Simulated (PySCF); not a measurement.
VOBr, SMILES [O]=[V][Br] (connectivity only; charge and spin as stated), neutral, multiplicity 3.

Coordinates come from a B3LYP-D3(BJ)/def2-TZVP optimisation. The multiplicity is an assumed one; other spin states were not compared.

Computed with ωB97X/def2-TZVPD run with PySCF.

Isolated molecule, no solvent.

Computed frontier levels, dipole moment and polarisability:
```json
{
  "α spin, highest occupied and lowest empty level": "-9.69 and -1.19 eV",
  "β spin, highest occupied and lowest empty level": "-10.60 and -1.16 eV",
  "dipole_moment": "3.38 D",
  "quadrupole, principal values (traceless, Buckingham form, about the centre of nuclear charge)": "-14.76, 5.01, 9.75 D·Å",
  "mean_static_polarisability": "54.4 bohr³ (8.07 Å³)",
  "polarisability_principal_values": "43.9, 45.3, 74.1 bohr³",
  "⟨S²⟩": "2.031 (pure state 2.00)"
}
```
